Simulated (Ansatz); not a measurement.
Cost and result for the atomization energy of CH8Si3 (`C1[SiH2][SiH2][SiH2]1`) (12 atoms, 12 bonds).

Cartesian coordinates in Å:
```
C -1.299 0.289 -0.231
Si 0.104 1.368 0.454
Si 1.647 -0.269 -0.222
Si -0.416 -1.382 -0.066
H -2.273 0.381 0.252
H -1.421 0.514 -1.297
H 0.027 1.426 1.940
H 0.161 2.761 -0.071
H 2.811 -0.648 0.620
H 2.084 -0.085 -1.634
H -0.607 -1.931 1.305
H -0.818 -2.424 -1.052
```

Total charge 0; spin multiplicity 1. Geometry: relaxed with PBE0-D4/def2-TZVP. Program: Ansatz. All runs use 4 threads of an Arm Neoverse V2 on a shared host. Times are those of one run each, without the atoms' runs, and a repeat can differ threefold. Electronic energies, without spin–orbit coupling; frozen cores. CCSD(T)/CBS adds CCSD(T) − MP2 in def2-TZVPP to the MP2 limit, and its time is that of the two runs behind it. T1 = 0.013.

CCSD(T)/CBS is a level of theory with its own doubt, some kJ/mol a heavy atom from the limit and from the frozen cores, so smaller differences don't rank the functionals.

```tsv
level	functions	wall time	atomization (kJ/mol)	difference from CCSD(T)/CBS	per bond
revPBE-D4/def2-TZVPP	269	2 s	3782.2	-65.1	-5.4
CCSD(T)/def2-SVP	108	2.4 s	3597.1	-250.2	-20.8
BHLYP-D4/def2-TZVPP	269	3 s	3796.5	-50.8	-4.2
CAM-B3LYP-D4/def2-TZVPP	269	3.4 s	3843.5	-3.8	-0.3
r2SCAN-D4/def2-TZVPP (with forces)	269	4.5 s	3853.6	6.3	0.5
r2SCANh-D4/def2-TZVPP	269	4.6 s	3844.5	-2.8	-0.2
B2PLYP/def2-TZVPP	269	4.8 s	3779.2	-68.1	-5.7
PBE-QIDH/def2-TZVPP	269	5 s	3816.8	-30.5	-2.5
B97M-V/def2-TZVPP	269	8 s	3879.5	32.2	2.7
ωB97M-V/def2-TZVPP (with forces)	269	11 s	3847.6	0.3	0.0
MP2/def2-QZVPP	507	18 s	3792.0	-55.3	-4.6
CCSD(T)/def2-TZVPP	269	92 s	3750.4	-96.9	-8.1
CCSD(T)/CBS(def2)	–	110 s	3847.3	0.0	0.0
```

At CCSD(T), def2-SVP lies −250.2 kJ/mol from the extrapolated value and def2-TZVPP −96.9 kJ/mol: correlation converges slowly with the basis, and small sets miss more of it in the bonded molecule than in its fragments. Leaving LDA and LC-ωPBE aside and taking each functional with its dispersion term where it has one, the values, not all of them listed here, spread over 102.2 kJ/mol, from B2PLYP to ωB97X-V. LDA lies +462.2 kJ/mol from PBE without D4, its usual overbinding. From BLYP to BHLYP (50 % exact exchange), in def2-TZVPP and without D4, the atomization energy moves by +35.2 kJ/mol.
